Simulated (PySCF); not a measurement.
Delta-SCF ions had no search for a lower state. Excitations are Tamm–Dancoff values on a coarser integration grid. The basis has no diffuse functions, so Rydberg states are missing or too high.

# C4H6N, SMILES `[NH2+]1C=CC=C1` (charge 1, multiplicity 1)

These are CAM-B3LYP-D3(BJ)/def2-TZVP run with PySCF 2.14.0 values and carry that method's errors.

| Property | Result |
|---|---|
| HOMO | -13.98 eV |
| HOMO–LUMO gap | 8.72 eV |
| LUMO | -5.27 eV |
| S1 excitation (TDA) | 6.01 eV |
| S1 oscillator strength | 0.145 |
| brightest of the four lowest singlets (TDA) | 6.01 eV |
| T1 excitation (TDA) | 3.38 eV |
| S1–T1 gap (TDA) | 2.63 eV |
| vertical ionisation energy (Delta-SCF) | 14.95 eV |
| adiabatic ionisation energy (no zero-point term) | 14.73 eV |
| hole reorganisation energy (four-point) | 0.447 eV |
| vertical electron affinity (Delta-SCF) | 4.36 eV |
| adiabatic electron affinity (no zero-point term) | 4.63 eV |
| electron reorganisation energy (four-point) | 0.767 eV |
| total energy | -5726.70 eV |
| cost | roughly 3 core-minutes |

Bonded distances (Å): C1–C2 1.324, C1–C5 1.463, C1–H6 1.078, C2–N3 1.474, C2–H7 1.077, N3–C4 1.474, N3–H8 1.027, N3–H9 1.027, C4–C5 1.324, C4–H10 1.077, C5–H11 1.078. Angles (°): C2–C1–C5 109.4, C2–C1–H6 125.3, C5–C1–H6 125.3, C1–C2–N3 108.0, C1–C2–H7 133.4, N3–C2–H7 118.6, C2–N3–C4 105.2, C2–N3–H8 111.2, C2–N3–H9 111.2, C4–N3–H8 111.2, C4–N3–H9 111.2, H8–N3–H9 106.9, N3–C4–C5 108.0, N3–C4–H10 118.6, C5–C4–H10 133.4, C1–C5–C4 109.4, C1–C5–H11 125.3, C4–C5–H11 125.3.
Charge +1, spin multiplicity 1.
